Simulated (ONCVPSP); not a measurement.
**tellurium (Te): excitation energies, all-electron against ONCV**

Te (Z = 52), optimised norm-conserving Vanderbilt (ONCV), made with ONCVPSP 4.0.1 (BLYP, fully relativistic). Core [Ar] 3d10, reference 4s2 4p6 4d10 5s2 5p2 (charge +2). Waves: 4s+5s: rc 1.10 bohr, ncon 4, nbas 7, qcut 12.2 1/bohr, 2 projectors; 4p+5p: rc 1.05 bohr, ncon 5, nbas 9, qcut 13.3 1/bohr, 2 projectors; 4d: rc 1.05 bohr, ncon 4, nbas 9, qcut 15.5 1/bohr, local. Local part: the d channel. Core correction: Teter function fitted to the true core (icmod 2), fcfact 0.5.

Open shells are filled in proportion to 2j + 1.

Energies are relative to the spin-unpolarised reference configuration 4s2 4p6 4d10 5s2 5p2; without spin polarisation the order of configurations can differ from experiment. The d channel is local and has no spin–orbit splitting in the pseudo-atom.

**Question.** Give the all-electron excitation energy and the error of the potential for: 4s2 4p6 4d10 5s2 5p4; 4s2 4p6 4d10 5s2 5p3; 4s2 4p6 4d10 5s2 5p1; 4s2 4p6 4d9 5s2 5p5.

**Answer.**

```
valence configuration  charge  ΔE all-electron (eV)  error AE − PS (meV)
 4s2 4p6 4d10 5s2 5p4       0               -27.434                 -1.4
 4s2 4p6 4d10 5s2 5p3      +1               -17.835                 -0.9
 4s2 4p6 4d10 5s2 5p1      +3                26.889                 +1.4
  4s2 4p6 4d9 5s2 5p5       0                10.707                  +12
```

Levels in the configuration 4s2 4p6 4d10 5s2 5p1:

```tsv
level	all-electron (eV)	pseudo (eV)
4s j=1/2	-194.823	-194.822
4p j=3/2	-141.888	-141.886
4p j=1/2	-151.651	-151.648
4d j=5/2	-71.460	-72.045
4d j=3/2	-72.945	-72.045
5s j=1/2	-42.673	-42.672
5p j=3/2	-31.238	-31.236
5p j=1/2	-32.461	-32.458
```

The potential misses its own reference levels by up to 0.9 eV.
